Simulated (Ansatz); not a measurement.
Eight cases of atomisation energy with Al to Br (electronic energies, kcal/mol), geometries: B3LYP-D3(BJ)/def2-TZVP. Functionals by Ansatz (a program for electronic structure) in def2-TZVPD; columns hold the difference against the high level (Ansatz, AFQMC by cisd_afqmc): A = CCSD(T)/CBS(cc-pV(T+d)Z,cc-pV(Q+d)Z) + [CCSDT(Q) - CCSD(T)]/cc-pV(D+d)Z + core + X2C; B = CCSD(T)/CBS(cc-pVTZ,cc-pVQZ) + [CCSDT(Q) - CCSD(T)]/cc-pVDZ; C = CCSD(T)/CBS(cc-pVTZ,cc-pVQZ) + [CCSDT(Q) - CCSD(T)]/cc-pVTZ. The cases were drawn at random from those of this class that have a high level and all functionals, leaving out states under which another spin lies or may lie. Left out are anions, K, Ca, elements past Kr, ionisation of Li, Na and Mg, pi-pi* triplets of linear molecules and other triplets made from a closed-shell parent. Runs that doubt their state, and full CI more than 15 mEh from coupled cluster, are set aside; a case stays where another high level and all functionals remain. AFQMC serves as high level only in triple zeta or larger, with a steady walk, a bar under 0.8 kcal/mol and agreement with other high levels or trials where they ran; where none ran, an unstable determinant or (outside 3d species) a high T1 diagnostic also bars it, so strongly correlated cases are thinned. No case was kept or dropped by the size of a functional's miss. Each difference is the functional minus the high level; affinities count positive where energy is released, gaps as the second state minus the first. Radicals and triplets start from unrestricted determinants; spin-orbit coupling is neglected. Correlated methods leave the cores frozen (noble-gas shells, and filled d and f shells in the p block). Rows without X2C or -DK are non-relativistic. CBS(X,Y): correlation extrapolated as X^-3, Hartree-Fock from the larger set. A bracket is a step between two methods taken in the basis named. The functionals are non-relativistic, so their misses hold any scalar relativity. Double hybrids freeze cores in their MP2 part. '+ core + X2C': CCSD(T) terms for core correlation (cc-pwCVTZ, 1s frozen past Ne) and scalar relativity (cc-pVTZ-DK). Where a partner has so few electrons that a lower coupled-cluster level is exact, that level stands in.

```
case                                     level  value   PBE  r2SCAN  B2PLYP
---------------------------------------  -----  -----  ----  ------  ------
Si2H4F (SMILES [SiH]([SiH3])F, doublet)      A  495.8  -5.9     1.0    -9.3
CH5BP (SMILES C[B]P, doublet)                A  617.7  11.6     8.7    -6.3
SiNH4F (SMILES N[SiH2]F)                     A  584.6  -4.3    -8.1   -10.2
H2BSO (SMILES [O]BS, doublet)                A  409.4  16.5    10.4    -4.5
BGeH4 (SMILES [BH2][GeH2], doublet)          C  382.9   2.6     9.1    -2.9
GeH2SeF (SMILES F[Se][GeH2], doublet)        B  270.6   9.7     5.7    -6.5
SiH2SCl (SMILES S[SiH]Cl, doublet)           A  329.0   1.5     4.4    -9.4
CH4FSi (SMILES C[SiH]F, doublet)             A  590.0   1.4     1.0    -8.8
```

Over these rows, PBE: mean +4.1, mean absolute 6.7, median absolute 5.1, largest +16.5; r2SCAN: mean +4.0, mean absolute 6.0, median absolute 6.9, largest +10.4; B2PLYP: mean -7.2, mean absolute 7.2, median absolute 7.6, largest -10.2 kcal/mol. PBE lies above in 6 and below in 2 of the eight.
